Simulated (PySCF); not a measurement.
C5H4NO2 (charge -1).
SMILES: `O=C([O-])[C@H](C#N)C=C`

Four sets of settings were typed for PySCF runs (density fitting) on one GFN2-xTB geometry. Runs with no stated cap are allowed at least 80 cycles.

Question: One run ended without self-consistency. Which?
A. PBE0/pcSseg-1
B. PBE0/pcseg-1
C. PW91/pcJ-1, DIIS off, at most 82 cycles
D. PBE0/aug-cc-pVDZ, IEF-PCM tetrahydrofuran, grid level 3, level shift 0.2 Eh

Answer: C. The energy swings between two values 84 Eh apart, cycle after cycle, with a gradient of 2.5e+01 at cycle 82; DIIS was off. Go back to DIIS. Its energy and orbitals aren't self-consistent and shouldn't be used.

The end of its output:
```
cycle  77  E = -20.3362927085  dE =  8.357e+01  |g| = 3.273e+01  |ddm| = 2.681e+01
cycle  78  E = -103.9082396721  dE = -8.357e+01  |g| = 2.493e+01  |ddm| = 2.681e+01
cycle  79  E = -20.3362927085  dE =  8.357e+01  |g| = 3.273e+01  |ddm| = 2.681e+01
cycle  80  E = -103.9082396721  dE = -8.357e+01  |g| = 2.493e+01  |ddm| = 2.681e+01
cycle  81  E = -20.3362927085  dE =  8.357e+01  |g| = 3.273e+01  |ddm| = 2.681e+01
cycle  82  E = -103.9082396721  dE = -8.357e+01  |g| = 2.493e+01  |ddm| = 2.681e+01
SCF not converged, last energy = -103.9082396721
```

The others met their thresholds:

```csv
settings,basis functions,SCF cycles,E (Eh),HOMO (eV),LUMO (eV)
PBE0/pcSseg-1,156,15,-397.6806,-1.96,3.86
PBE0/pcseg-1,132,14,-397.6427,-1.99,3.84
"PBE0/aug-cc-pVDZ, IEF-PCM tetrahydrofuran, grid level 3, level shift 0.2 Eh",220,13,-397.8557,-5.80,0.40
```

Cycle counts include a coarse-grid stage where the run had one.

The values belong to the conformer `[CH2:1]=[CH:2][C@@H:3]([C:4]#[N:5])[C:6](=[O:7])[O-:8]`: C1–C2–C3–C4 139°, C2–C3–C6–O7 -49°.
